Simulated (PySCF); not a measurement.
**Diatomic cations of Br with group 13**

r²SCAN with triple-zeta basis sets in PySCF, for the lowest determinant that a PBE0 search found; no spin–orbit coupling. De refers to high-spin ground-configuration atoms (the charge goes to the atom of lower measured ionisation energy or higher electron affinity, which is not always the lowest computed limit). A positive dipole points towards Br; it is taken about the centre of mass and depends on that origin.

| M | basis | charged atom | state (unpaired electrons) | Re (Å) | ωe (cm⁻¹) | De (eV) | μ (D) |
| --- | --- | --- | --- | --- | --- | --- | --- |
| B | def2-TZVPPD | B+ | doublet (σ ↑) | 1.752 | 951 | 4.10 | -3.19 |
| Al | def2-TZVPPD | Al+ | doublet (σ ↑) | 2.178 | 473 | 2.05 | -6.94 |
| Ga | def2-TZVPPD | Ga+ | doublet (σ ↑) | 2.229 | 310 | 1.14 | -4.16 |
| In | def2-TZVPPD | In+ | doublet (σ ↑) | 2.442 | 233 | 0.78 | -3.95 |

**Question.** By what factor does the harmonic wavenumber vary along the series?

**Answer.** At r²SCAN it runs from 233 cm⁻¹ (InBr⁺) to 951 cm⁻¹ (BBr⁺), a factor of 4.08.

Down a group the atoms grow and get heavier, so bonds lengthen and wavenumbers fall; this series shows no clear exception.

These are scalar-relativistic numbers at best; spin–orbit coupling would shift them, the dissociation energy most. For an ion De counts to the pair picked by the measured ionisation energies or electron affinities, which need not be the lowest pair at this level. States were picked by a PBE0 search and need not be the measured ground states.
